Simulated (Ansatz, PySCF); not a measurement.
This Ansatz (a program for electronic structure) input computes a r2SCAN/def2-TZVPD energy:

Ansatz 0.2 input:
```yaml
crystal:
  periodic: [false, false, false]
  atoms:
    - {symbol: C, position_ang: [-1.87145714, -0.76015551, -0.33194027]}
    - {symbol: Si, position_ang: [-0.03144620, -0.42576375, -0.42808476]}
    - {symbol: Cl, position_ang: [0.26354125, 1.57122262, -0.90035779]}
    - {symbol: Cl, position_ang: [0.81726724, -0.80723559, 1.42452926]}
    - {symbol: H, position_ang: [-2.04978166, -1.80234614, -0.06587426]}
    - {symbol: H, position_ang: [-2.31308888, -0.11614965, 0.43208996]}
    - {symbol: H, position_ang: [-2.34188408, -0.54765806, -1.29230240]}
basis:
  gaussian:
    orbitals: def2-TZVPD
hamiltonian:
  xc: {name: r2SCAN}
magnetization: {spin_polarized: true, initial_magnetization: 1}
output: {forces: true}
```

Write an input for the same energy in PySCF and say what it gives.


```python
from pyscf import gto, scf, dft

mol = gto.M(
    atom='''
    C    -1.87145714   -0.76015551   -0.33194027
    Si   -0.03144620   -0.42576375   -0.42808476
    Cl    0.26354125    1.57122262   -0.90035779
    Cl    0.81726724   -0.80723559    1.42452926
    H    -2.04978166   -1.80234614   -0.06587426
    H    -2.31308888   -0.11614965    0.43208996
    H    -2.34188408   -0.54765806   -1.29230240
    ''',
    basis='def2-tzvpd',
    charge=0,
    spin=1,
    verbose=4,
)

mf = dft.UKS(mol, xc='r2scan').density_fit(auxbasis='def2-universal-jkfit')
mf.grids.level = 4
mf.conv_tol = 1e-9
mf.max_cycle = 100
mf.max_memory = 1500
mf.kernel()
if not mf.converged:
    mf = mf.newton()
    mf.kernel(mf.make_rdm1())
for _ in range(2):
    mo, _, stable, _ = mf.stability(return_status=True)
    if stable:
        break
    mf.kernel(mf.make_rdm1(mo, mf.mo_occ))
mf.analyze()
```
It gives -1249.82246 Eh, and Ansatz -1249.82242 Eh, a difference of 0.04 mEh, from the treatment of integrals and grids.

It need not be the lowest isomer of its formula.
